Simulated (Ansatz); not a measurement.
A series at Nb: from `[NH]=[Nb]([Cl])([Cl])[Cl]`, ligands are replaced one by one, each step taking up NH₃ and setting free HCl; n counts the steps. Ansatz, PBE0-D4/def2-TZVP geometries. Each molecule was computed in one conformer, which needn't be the lowest.

```json
{"n": "0", "molecule": "`[NH]=[Nb]([Cl])([Cl])[Cl]`", "HOMO energy, ωB97M-V/def2-TZVPP (eV)": "-11.03"}
{"n": "1", "molecule": "`[NH]=[Nb]([NH2])([Cl])[Cl]`", "HOMO energy, ωB97M-V/def2-TZVPP (eV)": "?"}
{"n": "2", "molecule": "`[NH]=[Nb]([NH2])([NH2])[Cl]`", "HOMO energy, ωB97M-V/def2-TZVPP (eV)": "-9.70"}
{"n": "3", "molecule": "`[NH]=[Nb]([NH2])([NH2])[NH2]`", "HOMO energy, ωB97M-V/def2-TZVPP (eV)": "-8.98"}
```

Q: By hand: fit a straight line y = ȳ + b (n − n̄) to the 3 given rows and predict n = 1.

A: n̄ = 1.667, ȳ = -9.903; Σ(n − n̄)(y − ȳ) = 3.177, Σ(n − n̄)² = 4.667, so b = 0.681 eV a step. Prediction: -9.903 + (0.681) × (-0.667) = -10.36 eV.

Q: By hand: compare with the computed value, -10.51 eV, and give the steps along the whole series.

A: The line misses by -0.15 eV (computed minus predicted). Steps: 0.52, 0.81, 0.72 eV.

The steps differ by up to 0.29 eV without a steady trend. The highest orbital can change its character along such a series. The miss is 7.3 % of the series' range.
